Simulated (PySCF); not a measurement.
**Gas-phase thermal properties of NbOCl₃**

Method: PySCF energies (xtb for GFN2) plus ideal-gas RRHO corrections (1 bar). All species are closed-shell singlets. Nb: scalar-relativistic def2 core potential, no spin-orbit coupling. The harmonic model lacks anharmonicity and excited electronic states, which grow with temperature; levels with a mode under 35 cm⁻¹ are left out. Soft modes under 120 cm⁻¹ make the harmonic entropy rough for NbOCl₃.

| level | point group | σ | ZPE (kJ/mol) | S°298 (J/mol/K) | Cp298 (J/mol/K) | S°1000 (J/mol/K) | H1000 − H298 (kJ/mol) |
|---|---|---|---|---|---|---|---|
| GFN2-xTB | C3v | 3 | 15.2 | 366.7 | 95.7 | 490.7 | 72.7 |
| PBE/def2-SVP | C3v | 3 | 18.0 | 359.7 | 92.4 | 481.6 | 71.6 |
| PBE0/def2-TZVP | C3v | 3 | 19.0 | 356.4 | 91.4 | 477.6 | 71.2 |
σ: rotational symmetry number. Electronic degeneracy used: 1. Frequencies are unscaled.
